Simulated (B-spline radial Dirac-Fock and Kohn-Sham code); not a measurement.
How the levels of europium move as electrons are removed

Method: relaxed Dirac-Fock hole states (ΔSCF) with Breit and QED corrections and a finite nucleus. Computed with an atomic code on a B-spline grid. Each ion is free and in its tabulated ground configuration. Correlation energy is missing from these numbers.

Reference: Eu⁵⁺, [Kr] 4d10 4f5 5s2 5p5, with 1s 48595.9 eV, 2p1/2 7697.4 eV, 3s 1888.0 eV, 3p3/2 1566.0 eV, 4p1/2 376.7 eV, Kα1 (K-L3) 41538.8 eV, Kβ1 (K-M3) 47030.0 eV, Lα1 (L3-M5) 5842.8 eV. Shifts from it, in eV (a dash: the subshell is empty, belongs to an open shell averaged over j, or its hole state is left out as unreliable):

| ion | configuration | 1s | 2p1/2 | 3s | 3p3/2 | 4p1/2 | Kα1 | Kβ1 | Lα1 |
| --- | --- | --- | --- | --- | --- | --- | --- | --- | --- |
| Eu⁶⁺ | [Kr] 4d10 4f5 5s2 5p4 | +19.0 | +18.6 | +18.1 | +18.1 | +17.7 | +0.47 | +0.95 | +0.35 |
| Eu⁷⁺ | [Kr] 4d10 4f5 5s2 5p3 | +38.9 | +37.8 | +37.0 | +36.9 | – | +0.97 | +1.96 | +0.77 |
| Eu⁸⁺ | [Kr] 4d10 4f5 5s2 5p2 | +59.6 | +58.1 | +56.6 | +56.5 | +54.9 | +1.53 | +3.10 | +1.24 |
| Eu⁹⁺ | [Kr] 4d10 4f5 5s2 5p1 | +81.1 | +79.1 | +76.9 | +76.7 | +74.5 | +2.15 | +4.37 | +1.75 |
| Eu¹⁰⁺ | [Kr] 4d10 4f5 5s2 | +103.5 | +100.8 | +97.9 | +97.7 | +94.7 | +2.83 | +5.76 | +2.32 |

Over this range K (1s) moves by +103.5 eV and Kα1 by +2.8 eV: a line is a difference of two levels that shift in the same direction.
